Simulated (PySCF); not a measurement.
C₄H₁₂GeO₄, SMILES `C[O][Ge]([O]C)([O]C)[O]C`, neutral singlet in the gas phase. 

Cartesian coordinates (Å):
SMILES: C[O][Ge]([O]C)([O]C)[O]C
```xyz
21

C      2.5071    -1.1460     0.1321
O      1.4465    -0.7136    -0.6868
Ge     0.0001     0.0003     0.0002
O     -1.1841     0.0701    -1.2909
C     -1.3834    -1.0209    -2.1584
O      0.1794     1.6372     0.6021
C      0.2865     2.7310    -0.2780
O     -0.4417    -0.9923     1.3761
C     -1.4102    -0.5643     2.3042
H      2.1549    -1.7625     0.9765
H      3.0819    -0.2954     0.5402
H      3.1879    -1.7539    -0.4831
H     -1.9922    -0.6752    -3.0078
H     -0.4320    -1.4194    -2.5498
H     -1.9259    -1.8449    -1.6613
H      1.2773     2.7686    -0.7651
H      0.1589     3.6544     0.3074
H     -0.4857     2.7074    -1.0656
H     -1.3574    -1.2255     3.1826
H     -1.2364     0.4731     2.6371
H     -2.4316    -0.6282     1.8884
```
Charge 0, multiplicity 1.

All levels are single points at this geometry (PBE0-D3(BJ)/def2-SVP); Pople sets use spherical d functions. Orbital energies aren't observables, and empty levels follow the basis.

```
level                            HOMO (eV)  LUMO (eV)  gap (eV)  dipole (D)  vertical IE, Delta-SCF (eV)
-------------------------------  ---------  ---------  --------  ----------  ---------------------------
PBE0-D3(BJ)/def2-TZVP in PySCF       -8.05       0.27      8.32        0.00                         9.73
ωB97X-D3(BJ)/def2-TZVP in PySCF     -10.60       2.41     13.01        0.00                        10.41
B3LYP/3-21G in PySCF                 -7.14       0.44      7.58        0.00                            –
B3LYP/6-31G* in PySCF                -7.54       0.28      7.82        0.00                         9.56
B3LYP/LANL2DZ in PySCF               -7.67       0.01      7.67        0.00                            –
M06-2X/6-31G* in PySCF               -9.47       1.66     11.14        0.00                            –
HF/3-21G in PySCF                   -11.75       5.06     16.82        0.00                            –
HF/6-31G* in PySCF                  -12.02       4.62     16.64        0.00                        11.42
HF/STO-3G in PySCF                   -8.58       9.79     18.36        0.00                            –
```
